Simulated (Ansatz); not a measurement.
`B/C=C(/C)F` + H₂S → `B/C=C(\C)S` + H–F at 298.15 K and 1 bar (substitution at a C–F bond).

Computed with Ansatz on PBE0-D4/def2-TZVP structures; ΔE is electronic, products minus reactants. CBS: MP2 limit from def2 TZ/QZ plus the TZ coupled-cluster correction, frozen cores. This one scheme is used for every species. Double bonds are as drawn, so ΔE can hold a change between cis and trans. One conformer a species, not always the lowest.

```tsv
species	CCSD(T)/CBS energy (Eh)	H − E (kJ/mol)	S (J/(mol·K))
`B/C=C(/C)F`	-242.31971	238.2	315.2
H₂S	-398.97279	49.9	205.7
`B/C=C(\C)S`	-540.90871	259.9	332.3
H–F	-100.39570	33.5	173.6
```

H − E and S are ideal-gas, rigid-rotor, harmonic terms from PBE0-D4/def2-TZVP, for one conformer and one mirror image of each species. 1 Eh = 2625.50 kJ/mol, R = 8.31446 J/(mol·K).

**Question.** By hand: ΔE, ΔH, ΔS and ΔG.

**Answer.** ΔE = (-540.90871) + (-100.39570) − (-242.31971) − (-398.97279) = -0.01191 Eh = -31.3 kJ/mol. Δ(H − E) = 259.9 + 33.5 − 238.2 − 49.9 = 5.3, so ΔH = -26.0 kJ/mol. ΔS = 332.3 + 173.6 − 315.2 − 205.7 = -15.0 J/(mol·K). ΔG = -26.0 − 298.15 × (-15.0)/1000 = -21.5 kJ/mol.

**Question.** By hand: the equilibrium constant, and the temperature at which ΔG would vanish if ΔH and ΔS stayed fixed.

**Answer.** log₁₀ K = −ΔG/(RT ln 10) = 3.8. ΔG = 0 at ΔH/ΔS = 1733 K, though so small a ΔS makes that figure unsure.

ΔH outweighs TΔS. A doubt of 5 kJ/mol in ΔE shifts log₁₀ K by 0.9 here. Other conformers and mirror images would add mixing entropy, several J/(mol·K) or more a flexible species. These are equilibria of isolated gas molecules and say nothing of rates. Largest T1 diagnostic: 0.013 (customary marks: 0.02 for closed shells, 0.045 for open ones).
